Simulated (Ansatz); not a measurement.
Total energies of SeCl2 from Ansatz at PBE0-D4/def2-TZVP, gas phase (1 Eh = 27.2114 eV = 2625.5 kJ/mol). The reference geometry is relaxed at PBE0-D4/def2-TZVP.

| state | geometry | energy (Eh) |
| --- | --- | --- |
| charge 0 singlet | reference | -3321.40531 |
| charge 1 doublet | reference | -3321.06572 |
| free Se atom (triplet) | – | -2401.20505 |
| free Cl atom (doublet) | – | -459.99739 |

(1) Work out the vertical ionisation energy to the doublet.

(2) What is the binding energy per atom against free atoms?

(1) E(charge 1 doublet) − E(charge 0 singlet) = -3321.06572 − (-3321.40531) = 0.33959 Eh = 9.24 eV. For comparison, −ε of the highest occupied level is 6.98 eV at this level, 2.26 eV less.

(2) Atoms: 1 × (-2401.20505) + 2 × (-459.99739) = -3321.19983 Eh. Binding: -3321.19983 − (-3321.40531) = 0.20548 Eh = 5.59 eV, or 1.86 eV for each of 3 atoms (no zero-point energy, no counterpoise term).
